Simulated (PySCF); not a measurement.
NaPb⁺: from constants to spectrum

UHF-CCSD(T) constants of NaPb⁺, ³Π (triplet), unpaired electrons σ ↑, π ↑ (PySCF, scalar-relativistic core potentials, basis sets Na cc-pVDZ, Pb cc-pVDZ-PP with ECP60; masses 22.9898 and 207.9766 u):

- ωe: 108.3 cm⁻¹
- ωexe: 0.507 cm⁻¹
- Be: 0.067582 cm⁻¹
- αe: 0.000468 cm⁻¹
- D (centrifugal): 1.05e-07 cm⁻¹

(1) Give the vibrational terms G(v) and spacings up to v = 6.

Correlated steps freeze 5 core orbitals. Spin–orbit coupling is left out, which matters for elements this heavy, above all for dissociation energies. The state was picked by a PBE0 search and need not be the measured ground state.

Answers

(1) G(v) = ωe(v+½) − ωexe(v+½)².

```tsv
v	G(v) (cm⁻¹)	G(v) − G(v−1)	Bv (cm⁻¹)
0	54.0		0.06735
1	161.3	107.3	0.06688
2	267.6	106.3	0.06641
3	372.8	105.3	0.06594
4	477.1	104.2	0.06548
5	580.3	103.2	0.06501
6	682.5	102.2	0.06454
```
